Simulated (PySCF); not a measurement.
Compound: C3H7BF2OSi.
Geometry (PBE0-D3(BJ)/def2-SVP, Å), atoms numbered from 1 in this order:
```
atom  x, y, z in Å
F1     3.1690    0.5890    1.4434
B2     2.3654   -0.1429    0.6933
F3     2.8069   -1.3431    0.3545
C4     0.9371    0.3416    0.2984
C5     0.4100   -0.1648   -1.0485
O6    -0.9970   -0.0312   -1.0779
Si7   -1.6824   -0.0950    0.4545
C8    -0.0406   -0.1781    1.3936
H9     0.9030    1.4441    0.3075
H10    0.6928   -1.2242   -1.1962
H11    0.8385    0.4103   -1.8850
H12   -2.4906    1.1302    0.7213
H13   -2.5425   -1.3008    0.6342
H14    0.1745   -1.2272    1.6624
H15    0.0087    0.4192    2.3155
```

Method: PBE0-D3(BJ)/def2-SVP geometry optimisation, gas phase in PySCF.

Take the most abundant isotopes and a rigid rotor. The values belong to one conformer with, in the numbering `[F:1][B:2]([F:3])[C@H:4]1[CH2:5][O:6][SiH2:7][CH2:8]1`, F1–B2–C4–C5 150°, B2–C4–C5–O6 161°, C4–C5–O6–Si7 -27°, C5–O6–Si7–C8 4°, O6–Si7–C8–C4 18°.

(1) Give the principal moments of inertia and the rotational constants in cm⁻¹.

(2) Classify the top.

(3) Is it planar, by Δ = Ic − Ia − Ib?

(4) Give the other two planar moments, Paa and Pbb, and the rms extents of the mass along the axes.

(5) Which lines would a microwave search look for?

(6) Estimate the classical rotational partition function at 25 K, 100 K and 500 K.

## Answers

(1) Ia = 138.19, Ib = 526.18, Ic = 578.07 u·Å²; 505379 MHz·u·Å²/I gives 3657, 960.5 and 874.2 MHz, that is A = 0.12199, B = 0.03204, C = 0.02916 cm⁻¹.

(2) A near-prolate asymmetric top. Ray's parameter κ = (2B − A − C)/(A − C) = -0.938; −1 is the prolate and +1 the oblate limit.

(3) Not planar: Δ = Ic − Ia − Ib = -86.30 u·Å². For a rigid frame Δ = −2 Σ m c², so Σ m c² = 43.15 u·Å² lies off the ab plane: 9.32 from hydrogen and 33.83 from heavier atoms. The atom farthest from that plane is 1.54 Å away.

(4) Paa = Σ m a² = (Ib + Ic − Ia)/2 = 483.03 and Pbb = Σ m b² = (Ia + Ic − Ib)/2 = 95.04 u·Å². With the mass M = 136.03 u, the rms extents √(P/M) along a, b and c are 1.88, 0.84, 0.56 Å.

(5) The dipole components are |μa| = 0.13 D, |μb| = 0.95 D, |μc| = 0.00 D. The squared components, which scale the intensities, stand as 0.02 : 1.00 : 0.00 (a : b : c). Some lines, for components of 0.1 D or more:

```json
{"type": "a", "branch": "Q", "J(Ka,Kc)": "3(1,2) ← 3(1,3)", "MHz": "517", "lower level (cm⁻¹)": "0.450"}
{"type": "b", "branch": "Q", "J(Ka,Kc)": "2(1,1) ← 2(0,2)", "MHz": "2871", "lower level (cm⁻¹)": "0.184"}
{"type": "b", "branch": "Q", "J(Ka,Kc)": "3(1,2) ← 3(0,3)", "MHz": "3007", "lower level (cm⁻¹)": "0.367"}
{"type": "a", "branch": "R", "J(Ka,Kc)": "2(0,2) ← 1(0,1)", "MHz": "3667", "lower level (cm⁻¹)": "0.061"}
{"type": "a", "branch": "R", "J(Ka,Kc)": "2(1,1) ← 1(1,0)", "MHz": "3756", "lower level (cm⁻¹)": "0.154"}
{"type": "b", "branch": "R", "J(Ka,Kc)": "1(1,1) ← 0(0,0)", "MHz": "4531", "lower level (cm⁻¹)": "0.000"}
{"type": "a", "branch": "R", "J(Ka,Kc)": "3(0,3) ← 2(0,2)", "MHz": "5496", "lower level (cm⁻¹)": "0.184"}
{"type": "a", "branch": "R", "J(Ka,Kc)": "3(1,2) ← 2(1,1)", "MHz": "5632", "lower level (cm⁻¹)": "0.279"}
{"type": "b", "branch": "R", "J(Ka,Kc)": "2(1,2) ← 1(0,1)", "MHz": "6280", "lower level (cm⁻¹)": "0.061"}
{"type": "b", "branch": "Q", "J(Ka,Kc)": "3(2,1) ← 3(1,2)", "MHz": "7972", "lower level (cm⁻¹)": "0.467"}
{"type": "b", "branch": "R", "J(Ka,Kc)": "3(1,3) ← 2(0,2)", "MHz": "7986", "lower level (cm⁻¹)": "0.184"}
{"type": "b", "branch": "Q", "J(Ka,Kc)": "2(2,1) ← 2(1,2)", "MHz": "8348", "lower level (cm⁻¹)": "0.271"}
{"type": "b", "branch": "Q", "J(Ka,Kc)": "3(2,2) ← 3(1,3)", "MHz": "8479", "lower level (cm⁻¹)": "0.450"}
{"type": "b", "branch": "R", "J(Ka,Kc)": "3(2,2) ← 2(1,1)", "MHz": "13594", "lower level (cm⁻¹)": "0.279"}
{"type": "b", "branch": "Q", "J(Ka,Kc)": "3(3,0) ← 3(2,1)", "MHz": "13689", "lower level (cm⁻¹)": "0.733"}
{"type": "b", "branch": "R", "J(Ka,Kc)": "3(3,1) ← 2(2,0)", "MHz": "19202", "lower level (cm⁻¹)": "0.549"}
{"type": "b", "branch": "R", "J(Ka,Kc)": "3(3,0) ← 2(2,1)", "MHz": "19204", "lower level (cm⁻¹)": "0.549"}
```

(6) Point group C1, symmetry number σ = 1; q = (√π/σ)·√((kT/h)³/(ABC)), k/h = 20836.6 MHz/K: 12000 at 25 K, 96200 at 100 K, 1080000 at 500 K.

PBE0-D3(BJ)/def2-SVP frequencies: not computed here. These are rigid-rotor constants of the computed structure; measured ground-state constants (B0) also hold zero-point vibration. Quadrupole hyperfine structure (11B) is left out.
